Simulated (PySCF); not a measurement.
FH₃S₃Sn, SMILES [F][Sn]([SH])([SH])[SH]. Atoms are numbered in the order given.

```xyz
8

F     -1.3059     1.6182    -0.1594
Sn    -0.0854     0.0996    -0.0310
S     -1.0123    -1.6810    -1.3757
S      2.0838     0.6592    -0.9348
S     -0.0368    -0.2250     2.3737
H     -2.2477    -1.5032    -0.8476
H      2.5298     1.0320     0.2888
H     -0.8154     0.8731     2.5333
```

Geometry: B3LYP-D3(BJ)/def2-SVP. The structure was generated by enumeration; whether it is a known compound was not checked. The def2 effective core potentials stand for the cores of Sn; spin–orbit coupling is left out. The values are those of a single conformer.

All values below come from PBE/def2-TZVP in PySCF.

ESP charges are fitted to the potential on shells at 1.4 to 2.0 van der Waals radii. Atomic charges (e):

```csv
atom,ESP fit,Mulliken
F1,-0.31,[?]
Sn2,0.38,[?]
S3,-0.19,[?]
S4,-0.15,[?]
S5,-0.27,[?]
H6,0.18,[?]
H7,0.15,[?]
H8,0.21,[?]
```

Q: Some entries are withheld; supply them. (An estimate is asked for; the answer gives what the named calculation found.)

A: 
- F1, Mulliken: -0.43
- Sn2, Mulliken: 0.95
- S3, Mulliken: -0.35
- S4, Mulliken: -0.35
- S5, Mulliken: -0.37
- H6, Mulliken: 0.18
- H7, Mulliken: 0.18
- H8, Mulliken: 0.19
